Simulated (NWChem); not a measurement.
# NWChem input wanted

The species is CH3BF3Ge+ (9 atoms), meant as a singlet with charge +1. As SMILES, `[CH3][Ge+]([F])[B](F)F`. Geometry: a GFN2-xTB relaxation, a rough one for these elements and not checked as a minimum.

```xyz
9

C    -1.8276   -0.2326   -0.0197
Ge    0.1280    0.2024   -0.0006
F     0.1652    1.9312   -0.0201
B     2.3031   -0.2807    0.0292
F     3.0840    0.7247    0.0871
F     2.6766   -1.5006   -0.0127
H    -2.0033   -1.3089   -0.0750
H    -2.2639    0.2806   -0.8851
H    -2.2622    0.1840    0.8971
```

Settings wanted:

```yaml
task: gradient
method: MP2
basis_set: 6-31G*
integral_approximation: none
reference: RHF
relativity: none
frozen_core_orbitals: 14
SCF_convergence_threshold: 1e-08
iteration_cap: 80
symmetry: none
module: mp2
d_and_f_functions: spherical
```

**Question.** Write the NWChem 7.3.0 input and the command.

**Answer.** This one ran through:

run.py:
```python
from ase import Atoms
from ase.calculators.nwchem import NWChem

atoms = Atoms(['C', 'Ge', 'F', 'B', 'F', 'F', 'H', 'H', 'H'], positions=[
    [-1.827570, -0.232630, -0.019740],
    [0.127990, 0.202360, -0.000590],
    [0.165210, 1.931220, -0.020140],
    [2.303130, -0.280720, 0.029180],
    [3.084040, 0.724700, 0.087070],
    [2.676590, -1.500590, -0.012720],
    [-2.003290, -1.308940, -0.075000],
    [-2.263930, 0.280640, -0.885140],
    [-2.262170, 0.183950, 0.897070],
])

calc = NWChem(
    label='geom',
    theory='mp2',
    memory='2900 mb',
    basis='6-31G*',
    basispar='spherical bse',
    charge=1,
    scf={'nopen': '0', 'rhf': None, 'thresh': '1e-08', 'maxiter': '80'},
    mp2={'freeze': 'core 14', 'tight': None},
)
atoms.calc = calc

forces = atoms.get_forces()
e = atoms.get_potential_energy()
print(f"E = {e:.6f} eV")
print("forces (eV/A):")
for s, f in zip(atoms.symbols, forces):
    print(f"{s:2s} {f[0]:10.5f} {f[1]:10.5f} {f[2]:10.5f}")
```

```bash
$ export ASE_NWCHEM_COMMAND="nwchem PREFIX.nwi > PREFIX.nwo"
$ python run.py
```

Calculated total energy: -2438.49724 Eh, largest force 1.530 eV/Å. The shape is far from stationary at this level.
